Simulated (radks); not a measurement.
Spherical quantum dot in the effective-mass picture: electrons in a hard-walled sphere of radius 1.37, all in effective atomic units (hartree* = m*/eps^2 hartree, bohr* = eps/m* bohr), one dielectric constant everywhere. Method: non-relativistic Kohn-Sham, LDA (Slater exchange, Perdew-Wang correlation), spin-polarised, spherical densities; computed with a radial shooting solver with Libxc functionals. Levels are named by radial order and angular momentum (1s, 1p, 1d, 2s, ...), and open shells are averaged over m.

N = 14, configuration 1s2 1p6 1d(up 5, down 1). This is the lowest configuration that the search found. Occupied and some empty levels:

level    occupation  eigenvalue (hartree*)  <r> (bohr*)
1s up             1                 16.604       0.7774
1s down           1                 16.787       0.7739
1p up             3                 18.708       0.8662
1p down           3                 18.913       0.8651
1d up             5                 21.726       0.9239
1d down           1                 21.940       0.9236
2s up             0                 24.574       0.6527
2s down           0                 24.692       0.6541
1f up             0                 25.545       0.9660
1f down           0                 25.762       0.9660
2p up             0                 29.732       0.7285
2p down           0                 29.871       0.7282

Energy (hartree*): total 180.108, kinetic 93.054, external 0, Hartree 101.20, exchange-correlation -14.143.
